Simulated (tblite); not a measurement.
Isomers of C5H11BO3. All values are computed: GFN2-xTB (tblite) harmonic vibrations without scaling, gas phase. Errors from tens to a few hundred cm⁻¹ against measured bands are possible. One conformer each.

Electronic energies: GFN2-xTB at the same geometries; isomer energies are rough at this level and their order can be wrong.

```tsv
SMILES	electronic energy, lowest = 0 (kJ/mol)
C=COB(O)OC(C)C	99.2
CO[C@H]1C[C@@H](B(O)O)C1	202.0
CC(C)[C@H]1COB(O)O1	6.4
CO[C@H]1C[C@H](B(O)O)C1	202.7
CC[C@H]1CCOB(O)O1	0.0
CC(C)OB1OCCO1	32.6
```

**Question.** How do GFN2-xTB zero-point energies change the relative energies?

**Answer.** 
| SMILES | ZPE (kJ/mol) | of it from modes above 1550 cm⁻¹ | electronic (kJ/mol) | with ZPE, lowest = 0 (kJ/mol) | lowest mode (cm⁻¹) | rings |
| --- | --- | --- | --- | --- | --- | --- |
| CC[C@H]1CCOB(O)O1 | 434.3 | 199.7 | 0.0 | 0.0 | 77 | 1 |
| CC(C)[C@H]1COB(O)O1 | 433.2 | 200.8 | 6.4 | 5.3 | 60 | 1 |
| CC(C)OB1OCCO1 | 431.1 | 196.6 | 32.6 | 29.5 | 26 | 1 |
| C=COB(O)OC(C)C | 422.9 | 214.4 | 99.2 | 87.8 | 17 | 0 |
| CO[C@H]1C[C@@H](B(O)O)C1 | 428.1 | 203.0 | 202.0 | 195.9 | 16 | 1 |
| CO[C@H]1C[C@H](B(O)O)C1 | 428.3 | 203.0 | 202.7 | 196.7 | 23 | 1 |

The zero-point energies span 11.4 kJ/mol, from `C=COB(O)OC(C)C` to `CC[C@H]1CCOB(O)O1`. The order is unchanged.

**Question.** What do entropy and thermal enthalpy add at 298.15 K and 1 bar (rigid rotor, harmonic oscillator, one conformer each)?

**Answer.** 
| SMILES | point group | symmetry number | S (J/(mol K)) | H − H(0) (kJ/mol) | ZPE + H − H(0) − TS (kJ/mol) |
| --- | --- | --- | --- | --- | --- |
| CC[C@H]1CCOB(O)O1 | C1 | 1 | 394.0 | 27.14 | 343.9 |
| CC(C)[C@H]1COB(O)O1 | C1 | 1 | 400.5 | 27.93 | 341.8 |
| CC(C)OB1OCCO1 | C1 | 1 | 417.4 | 28.86 | 335.5 |

Not tabulated: `C=COB(O)OC(C)C` (lowest mode only 17 cm⁻¹); `CO[C@H]1C[C@@H](B(O)O)C1` (lowest mode only 16 cm⁻¹); `CO[C@H]1C[C@H](B(O)O)C1` (lowest mode only 23 cm⁻¹).
